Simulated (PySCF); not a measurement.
Electrostatic potential from atomic charges

Species: `N#C[Si](N)(S)C#N`. Coordinates (GFN2-xTB, Å) and charges (e) from the PBE0/pcSseg-1 density (PySCF):

| atom | x | y | z | Mulliken | IAO | Hirshfeld | ESP-fitted |
| --- | --- | --- | --- | --- | --- | --- | --- |
| N1 | 0.085 | 1.216 | 2.672 | -0.1834 | -0.1684 | -0.1770 | -0.3695 |
| C2 | 0.060 | 0.746 | 1.629 | -0.1984 | -0.1921 | -0.0417 | +0.2270 |
| Si3 | 0.047 | -0.049 | -0.069 | +1.0516 | +1.0989 | +0.4602 | +0.3218 |
| N4 | -0.977 | -1.390 | -0.290 | -0.5989 | -0.8283 | -0.2930 | -0.8313 |
| S5 | 2.041 | -0.731 | -0.494 | -0.3297 | -0.2719 | -0.0911 | -0.2574 |
| C6 | -0.494 | 1.336 | -1.202 | -0.1817 | -0.1787 | -0.0363 | +0.2926 |
| N7 | -0.804 | 2.196 | -1.889 | -0.1835 | -0.1649 | -0.1738 | -0.3932 |
| H8 | -0.634 | -2.330 | -0.179 | +0.2232 | +0.2903 | +0.1369 | +0.4055 |
| H9 | -1.974 | -1.334 | -0.173 | +0.2195 | +0.2890 | +0.1412 | +0.3919 |
| H10 | 2.660 | 0.345 | -0.029 | +0.1813 | +0.1262 | +0.0746 | +0.2127 |

Points outside the species (Å): A (1.8, -3.9, -0.5); B (-1.7, 1.1, 4.8); C (0.5, -1.0, -6.4); D (-0.9, -1.8, 3.9); E (-3.1, -2.1, -3.7).

Question: Find the potential V = 14.3996 V·Å × Σ q/r of each set of charges at these points.

Answer: In volts:

| point | nearest atom | distance (Å) | Mulliken | IAO | Hirshfeld | ESP-fitted |
| --- | --- | --- | --- | --- | --- | --- |
| A | H8 | 2.91 | +0.364 | +0.371 | +0.409 | +0.321 |
| B | N1 | 2.78 | -0.412 | -0.373 | -0.364 | -0.492 |
| C | N7 | 5.68 | +0.015 | +0.005 | +0.036 | -0.034 |
| D | N1 | 3.40 | +0.070 | +0.060 | +0.032 | +0.053 |
| E | H9 | 3.78 | +0.174 | +0.109 | +0.168 | +0.185 |

Question: How far are the other sets from the ESP-fitted one at these points?

Answer: Root-mean-square difference: Mulliken 0.047 V, IAO 0.069 V, Hirshfeld 0.077 V. The ESP scheme is a least-squares fit of atom-centred charges to the potential on four shells outside the van der Waals surface, with the total charge fixed.

Question: What energy would a point charge of +2 e have at B in the field of the ESP charges, leaving out polarisation?

Answer: -0.984 eV = -94.9 kJ/mol, an attraction.

One conformer (not necessarily the lowest) at the GFN2-xTB geometry, without solvent, vibrations or thermal averaging.

Conformer computed: `[N:1]#[C:2][Si:3]([NH2:4])([SH:5])[C:6]#[N:7]`: H–N4–Si3–C2 -94°, H–N4–Si3–C2 61°, H–S5–Si3–C2 -42°.
